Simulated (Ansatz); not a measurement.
CH7FOSi2 can be A, `OC(F)([SiH3])[SiH3]`, or B, `FC([SiH3])O[SiH3]`.

Gas-phase electronic energies from Ansatz, PBE0-D4/def2-TZVP geometries. CCSD(T)/CBS is the MP2 limit (def2-TZVPP, def2-QZVPP) plus CCSD(T) − MP2 in def2-TZVPP, frozen cores. Functionals use def2-TZVPP. B3LYP here is the variant with VWN-RPA as its local correlation; programs differ in this. Each species was taken in one conformer, which may not be the lowest.

Q: Which is lower in electronic energy at CCSD(T)/CBS, and by how much? (Estimate.)

A: The calculation gave: B, by 25.8 kcal/mol.

Q: Give E(B) − E(A) in kcal/mol with r2SCAN-D4, B3LYP, ωB97M-V, PBE-D4, CCSD(T)/def2-TZVPP, MP2/def2-TZVPP, B2PLYP. (Best estimate.)

A: Ansatz gave: r2SCAN-D4 -24.7, B3LYP -26.7, ωB97M-V -25.2, PBE-D4 -21.4, CCSD(T)/def2-TZVPP -26.2, MP2/def2-TZVPP -27.1, B2PLYP -27.1. None reverses the order clearly.

Largest T1 diagnostic: 0.013.

The D4 term adds +1.0 kcal/mol with B3LYP and +0.5 kcal/mol with PBE0; it sums over pairs of atoms, weighted by their polarisabilities, and B3LYP, whose exchange is more repulsive, gets the larger term. From PBE to PBE0 (25 % exact exchange), in def2-TZVPP and without D4, E(B) − E(A) moves by −2.1 kcal/mol.
